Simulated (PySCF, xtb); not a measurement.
HgBr2, SMILES [Br][Hg][Br].

GFN2-xTB (xtb 6.7.1) at its own geometry gives an orbital gap of 4.44 eV and a dipole moment of 0.00 D.

Coordinates come from a B3LYP-D3(BJ)/def2-SVP optimisation. The isomer is the one that the SMILES or the coordinates give; other isomers of the formula were not compared. The def2 effective core potentials stand for the cores of Hg; spin–orbit coupling is left out.

Q: What does PBE0/def2-TZVPD (PySCF) give? (The exact figures need the calculation; the answer reports its results.)

A: gap 5.59 eV (levels -8.43 and -2.84 eV), dipole 0.00 D.
